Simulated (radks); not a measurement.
Removal energies from the antimony ion Sb13+, [Kr] 4d2, by Delta-SCF beside the eigenvalue of the level emptied. All-electron calculation, non-relativistic Kohn-Sham, PBE, spin-polarised, spherical densities, point nucleus. Program: a radial shooting solver on a logarithmic mesh with Libxc functionals. Open shells are filled with parallel spins first.

removed from    final configuration  Delta-SCF (eV)  -eigenvalue (eV)
4d                         [Kr] 4d1          293.41            280.33
4p            [Ar] 3d10 4s2 4p5 4d2          361.81            348.39
4s            [Ar] 3d10 4s1 4p6 4d2          403.16            389.43
3d             [Ar] 3d9 4s2 4p6 4d2          836.13            805.45
